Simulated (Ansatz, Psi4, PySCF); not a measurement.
phosphorus atom (P), quartet. Base run: PySCF with CCSD(T)/cc-pVTZ.

Here is a job for PySCF.
```python
from pyscf import gto, scf, cc

mol = gto.M(
    atom='''
P     0.00000000    0.00000000    0.00000000
''',
    basis='cc-pvtz',
    spin=3,
    verbose=4,
)

mf = scf.UHF(mol)
mf.kernel()

mycc = cc.CCSD(mf)
mycc.kernel()
et = mycc.ccsd_t()
print('E(CCSD(T)) = %.10f' % (mycc.e_tot + et))
```

The same geometry, method and basis name were run in Ansatz (a first-principles code) and Psi4 and PySCF, at each program's defaults and at the settings that a row names. The base is PySCF at its defaults. Differences at the defaults can come from grids, fitting, cores and function types together.

```csv
code and settings,ΔE vs base (mEh),basis functions,E (Eh),SCF cycles
"PySCF, defaults (exact integrals, spherical functions, all electrons correlated)",0.000,34,-340.86043,7
"Psi4, defaults (exact integrals, spherical functions, all electrons correlated)",0.000,34,-340.86043,10
"Ansatz, defaults (factorised integrals, spherical functions, frozen core)",39.407,34,-340.82102,-
"PySCF, frozen core",39.407,34,-340.82102,7
"Psi4, exact integrals, spherical functions, frozen core",39.407,34,-340.82102,10
"Ansatz, high accuracy, frozen core",39.407,34,-340.82102,-
```

Open shells are given as the SCF converged; they aren't shown to be the lowest states, and a large step between rows can be another state.
